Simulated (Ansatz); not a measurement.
A nudged elastic band was laid between two geometries of CH4FInO (8 atoms, charge 0, multiplicity 1).

Level of theory: Ansatz, RHF/def2-mTZVP.

* movable images: 5
* climbing image: yes
* spring: 5.0 eV/Å²
* optimiser: quadratic models (default)
* start path: IDPP
* force threshold: 0.05 eV/Å
* iteration limit: 60
* end points: relaxed

Initial state:

```xyz
8
Properties=species:S:1:pos:R:3
C 0.180 1.328 -0.086
O 0.086 0.242 0.789
In -0.203 -1.645 0.370
F -0.396 -1.877 -1.557
H -0.034 1.063 -1.116
H -0.521 2.102 0.212
H 1.178 1.752 -0.051
H -0.291 -2.965 1.438
```

Final state:

```xyz
8
Properties=species:S:1:pos:R:3
C -0.516 1.199 -0.311
O -0.605 0.110 0.560
In 0.474 -1.520 0.590
F 1.773 -1.482 -0.864
H -1.484 1.386 -0.765
H -0.226 2.092 0.234
H 0.204 1.048 -1.109
H 0.381 -2.833 1.665
```

Task: Which bonds break or form, and what moves?

Result: No bond is made or broken. The dihedral H7–C1–O2–In3 goes from -114 to 5°. The two ends are copies of one structure, up to a mirror image or an exchange of like atoms.

Task: Give the energies along the band, and the barrier.

Result: It converged. The highest image is number 3 of 0 to 6, 0.002 eV above the ends, which have the same energy within 2 meV. The top lies less than 8 meV above the higher end, about what the thresholds resolve: that end is a shoulder or a very shallow well. A vibrational analysis at the climbing image gives one clearly imaginary mode, 44i cm⁻¹: a first-order saddle point.

```
image  path coordinate (Å)  energy (eV)  dihedral H7–C1–O2–In3 (°)
    0                 0.00        0.000                       -114
    1                 0.50        0.001                        -94
    2                 0.99        0.002                        -74
    3                 1.49        0.002                        -56
    4                 1.99        0.001                        -37
    5                 2.49        0.000                        -17
    6                 2.98        0.000                          5
```

Task: What is the geometry of the highest image?

Result: 
```xyz
8
Properties=species:S:1:pos:R:3
C -0.252 1.307 -0.177
O -0.364 0.237 0.714
In 0.207 -1.619 0.459
F 1.026 -1.852 -1.295
H -0.857 1.163 -1.067
H -0.596 2.209 0.316
H 0.773 1.472 -0.497
H 0.064 -2.918 1.546
```

Time of the run: 77 s on 1 CPU thread of a shared host.
